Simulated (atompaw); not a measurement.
# PBEsol PAW (atompaw) dataset for Mg, scalar-relativistic all-electron reference.

- Element: magnesium
- Generator: atompaw 4.2.0.5
- Type: PAW
- Functional: PBEsol
- Relativity: scalar-relativistic
- Frozen core: [Ne]
- Valence charge: 2
- Reference configuration: 3s1 3p0 (charge +1)
- Partial waves: 3s (bound): rc 2.20 bohr; 3s channel at -0.5 Ry: rc 2.20 bohr; 3p (bound, empty): rc 3.00 bohr; 3p channel at 0.75 Ry: rc 3.00 bohr
- Local potential: troulliermartins scheme with l = 2 at -0.5 Ry, radius 2.35 bohr
- Core correction: smooth core density matched at 2.60 bohr
- Augmentation charge: besselshape compensation charge, radius 2.45 bohr; PAW radius 3.00 bohr; waves and projectors: custom rrkj gramschmidtortho

All-electron outer shells of the reference configuration (PBEsol, scalar-relativistic, ld1.x):

```
shell  level (eV)  outermost node (bohr)  outermost maximum (bohr)
   3s      -11.31                   0.90                      2.38
   3p       -7.01                   0.94                      2.94
```

Results:

```
Cutoffs needed                                           : 6 Ry and 8 Ry (the cutoffs (Ry, on a coarse ladder) from which the occupation-weighted sum of valence levels, in a spherical-Bessel basis at the reference potential, stays within 10 and 1 mRy of its value at 400 Ry)
Ghost test                                               : no extra level below or beside the all-electron valence levels (s, p, d, f tested) (spherical-Bessel basis up to 400 Ry, 20 bohr box)
Lowest eigenvalue of the overlap operator                : 0.44 (s channel)
Overlap eigenvalues printed by atompaw (projector basis) : 4.96e-05, 0.374, 3.17, 6.57
Share of each valence orbital outside the PAW sphere     : 3s 38 %, 3p 60 %
```

Generation and tests took about 0.99 s on one core of a shared server CPU.
